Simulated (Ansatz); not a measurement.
Input for Ansatz (a first-principles code): R-B3LYP-D3(BJ)/def2-TZVP on ClH3Si (SMILES [SiH3]Cl).

Ansatz 0.2 input:
```yaml
crystal:
  periodic: [false, false, false]
  atoms:
    - {symbol: Si, position_ang: [-0.13360000, -0.00600000, -0.00480000]}
    - {symbol: Cl, position_ang: [1.90960000, 0.08500000, 0.06870000]}
    - {symbol: H, position_ang: [-0.51180000, -1.01730000, -1.02440000]}
    - {symbol: H, position_ang: [-0.63990000, 1.33880000, -0.37960000]}
    - {symbol: H, position_ang: [-0.62430000, -0.40060000, 1.34000000]}
basis:
  gaussian:
    orbitals: def2-TZVP
hamiltonian:
  xc: b3lyp
  dispersion: d3bj
relax: {f_tol: 0.004, max_steps: 120}
scf: {lower_state_search: off}
```

Question: Predict the final total energy.

Answer: -751.6032 hartree.
